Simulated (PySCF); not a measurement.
r2SCAN on Ge⁻ (germanium, charge -1), [Ar] 3d10 4s2 4p3, high-spin 4S determinant. All numbers are calculated (PySCF 2.14, no relativity, point nucleus, in dyall-av2z).

```
cycle= 1 E= -2076.98308383042  delta_E= -0.0186  |g|= 0.112  |ddm|= 0.185
cycle= 2 E= -2076.98212041607  delta_E= 0.000963  |g|= 0.167  |ddm|= 0.0718
cycle= 3 E= -2076.98443723504  delta_E= -0.00232  |g|= 0.00593  |ddm|= 0.03
cycle= 4 E= -2076.98444750013  delta_E= -1.03e-05  |g|= 0.00411  |ddm|= 0.0168
cycle= 5 E= -2076.98445771466  delta_E= -1.02e-05  |g|= 0.00058  |ddm|= 0.0081
cycle= 6 E= -2076.98445790928  delta_E= -1.95e-07  |g|= 4.9e-05  |ddm|= 0.00121
cycle= 7 E= -2076.98445791599  delta_E= -6.72e-09  |g|= 1.07e-05  |ddm|= 0.000438
cycle= 8 E= -2076.98445791623  delta_E= -2.36e-10  |g|= 7.22e-07  |ddm|= 9.75e-05
converged SCF energy = -2076.98445791623  <S^2> = 3.7512596  2S+1 = 4.0006298
```

Highest occupied orbital energy: 0.941 eV; ⟨L²⟩ = 0.00; populations by l: s 8.00, p 15.00, d 10.00.

Question: Can this result be used?

Answer: With care. The calculation finished and met its thresholds. At r2SCAN the highest occupied level has a positive energy, so only the finite basis holds that electron; in a semilocal or global hybrid functional this comes from self-interaction and does not mean that the real anion is unbound.
